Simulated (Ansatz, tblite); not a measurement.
[MF4] with several metals: vertical IE (eV) at several levels, gas phase, relaxed structures; Ansatz, xTB through tblite. Core potentials for Ag, Au in the def2 sets, no spin–orbit coupling. Raw xTB energies of ions are shifted by several eV. Singlets are spin-restricted. The structures are stationary points that may keep the symmetry of their start. Remarks come from the PBE and PBE0 runs and from stability tests at other levels; not every state was tested. HOMO above LUMO (over both spins in singlets and doublets, within one spin in higher multiplets; at PBE or PBE0), or a gap under 0.15 eV within one spin, warns that the state may not be the lowest or that an electron is smeared out.

```
        species               state             geometry  GFN2-xTB  PBE-D4/def2-TZVPD  PBE0-D4/def2-TZVPD                                                         remarks
[AgF4]- (AgF4⁻)  singlet to doublet    PBE0-D4/def2-SVPD     11.04               6.16                7.24  gap within one spin near zero at PBE or PBE0 (neutral doublet)
[CuF4]- (CuF4⁻)  singlet to doublet  r2SCAN-D4/def2-SVPD     11.13               6.13                7.11  gap within one spin near zero at PBE or PBE0 (neutral doublet)
[AuF4]- (AuF4⁻)  singlet to doublet    PBE0-D4/def2-SVPD     11.30               5.63                6.55                                                               –
```

(1) Estimate the column for r2SCAN-D4/def2-TZVPD.

(1) [AgF4]- (AgF4⁻) 6.51; [CuF4]- (CuF4⁻) 6.48; [AuF4]- (AuF4⁻) 5.94.

Over the 3 species that have every level, the mean is 11.15 at GFN2-xTB, 5.97 at PBE-D4/def2-TZVPD, 6.31 at r2SCAN-D4/def2-TZVPD, 6.97 at PBE0-D4/def2-TZVPD.
